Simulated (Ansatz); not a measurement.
A geometry optimisation of AlBOSi+ with B3LYP/6-31G*

The starting geometry of this gas-phase doublet was optimised with GFN2-xTB.

```yaml
atoms:
  - { symbol: Al, position_ang: [-1.3117, 0.0228, 0.7774] }
  - { symbol: B, position_ang: [-1.7295, -0.7809, 3.1069] }
  - { symbol: O, position_ang: [-2.2290, -0.8901, 1.9706] }
  - { symbol: Si, position_ang: [-0.1213, 0.3894, 2.9941] }
```

Problem. Predict what it relaxes into with B3LYP/6-31G*.

Solution. A bond breaks, giving a structure given below by its coordinates. Distances that change by over a tenth: Al1–O3 (1.76 → 1.95 Å). Contacts that open: Al1–Si4 (2.54 → 5.27 Å).

The energy falls by 1.61 eV over 15 steps:

```tsv
step	E − E(last) (eV)
1	1.613
3	1.138
4	1.008
6	0.744
7	0.547
9	0.239
10	0.128
12	0.008
13	0.000
15	0.000
```

Final geometry (Å):

```xyz
4

Al   -2.5554   -0.7070   -0.0603
B    -1.0745   -0.2266    2.7268
O    -1.6525   -0.4150    1.6408
Si   -0.1090    0.0899    4.5417
```

No frequencies were run, so the end isn't proven a minimum. Open shells are spin-unrestricted. Run with Ansatz 0.2.0, 4.2 min on 1 thread of Intel(R) Xeon(R) Platinum 8259CL CPU @ 2.50GHz (Skylake/Cascade Lake), with other jobs on the host.
